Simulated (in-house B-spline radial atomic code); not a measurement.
Values are calculated unless marked as measured or tabulated.
Be ion on As atom: potential, deflection and energy transfer

The pair potential comes from two frozen, spherical free-atom densities (PBE, B-spline radial code, scalar-relativistic past argon): electrostatics plus the change in Thomas-Fermi kinetic and Dirac exchange energy where they overlap, the recipe behind the universal ZBL potential, which averages such potentials (from solid-state densities) over many pairs. It is written V = (Z1 Z2 e²/r) φ(r/a), with e² = 14.3996 eV·Å and a = 0.46850 Å/(Z1^0.23 + Z2^0.23); ZBL's fit is φ = 0.18175 e^(−3.1998x) + 0.50986 e^(−0.94229x) + 0.28022 e^(−0.4029x) + 0.02817 e^(−0.20162x). Where φ falls below 4e-4 it is continued as an exponential.

Masses 9.01 and 74.92 u.

| x = r/a | φ, this pair | φ, ZBL |
| --- | --- | --- |
| 0.1 | 0.8877 | 0.8928 |
| 0.5 | 0.616 | 0.6096 |
| 1.5 | 0.3084 | 0.2995 |
| 3 | 0.1319 | 0.1292 |
| 5 | 0.0516 | 0.05224 |
| 8 | 0.01819 | 0.01705 |
| 12 | 0.005005 | 0.00474 |
| 17 | 0.0008798 | 0.001212 |

(1) At x = 5 the electrostatic, kinetic and exchange parts are 45.95, 123.94 and -18.72 eV. Find r, V and φ.

(2) The ion comes in at 1.641 keV with impact parameter 0.6488 Å. The scattering integral gives a centre-of-mass angle of 10.56° and a closest approach of 5.239 a. What are the reduced energy, the energy passed on and the laboratory angles?

## Answers

(1) a = 0.46850/(1.3755 + 2.2349) = 0.12976 Å, so r = 0.64881 Å. V = 45.95 + 123.94 + (-18.72) = 151.17 eV. The bare repulsion is 4 × 33 × 14.3996/0.64881 = 2929.6 eV, so φ = 0.0516, -1.2 % against ZBL's 0.0522. The kinetic (Pauli) term is 82 % of V here.

(2) ε = E a M2/(Z1 Z2 e² (M1 + M2)) = 1641 × 6.0940e-05 = 0.1. The most that one collision can pass on is γE with γ = 4 M1 M2/(M1 + M2)² = 0.3833. Here T = γE sin²(θ/2) = 0.3833 × 1641 × 0.008467 = 5.325 eV. The ion turns by arctan(sin θ/(cos θ + M1/M2)) = 9.4°, and the struck atom leaves at (180° − θ)/2 = 84.7°. The closest approach is 0.680 Å. With ZBL the angle would be 10.78° and T = 5.553 eV.
